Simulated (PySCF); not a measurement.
Working out the ionisation energy of Pm²⁺

Pm²⁺ [Xe] 4f5 (high-spin determinant) → Pm³⁺ [Xe] 4f4 (high-spin determinant). Computed with PySCF 2.14 in cc-pVDZ-X2C, with scalar relativity by spin-free X2C-1e. Frozen: [Kr] 4d10. Energies in hartree (1 hartree = 27.21139 eV):

| part | Pm²⁺ (lower) | Pm³⁺ (upper) |
| --- | --- | --- |
| UHF | -10015.578113 | -10014.834253 |
| CCSD correlation | -0.345071 | -0.295501 |
| (T) | -0.011530 | -0.010621 |

Task: What does Hartree-Fock give?

Result: (-10014.834253) − (-10015.578113) = 0.743860 hartree = 20.241 eV.

Task: What do CCSD and CCSD(T) give?

Result: The CCSD correlation energies differ by 0.049570 hartree = 1.349 eV and the triples by 0.000909 hartree = 0.025 eV, so CCSD gives 21.590 eV and CCSD(T) 21.615 eV.

A first-order spin-orbit estimate adds -0.119 eV to CCSD(T) (valence), giving 21.496 eV against 22.44 ± 0.08 eV (semi-empirical (NIST evaluation); NIST Atomic Spectra Database, ionization energies).

One determinant mixes LS terms, so it does not stand for a single term.

A double-zeta basis recovers only part of the correlation energy.

The coupled-cluster amplitudes are large, so a single reference is strained.

What remains against the reference includes basis incompleteness, the frozen core and higher excitations.
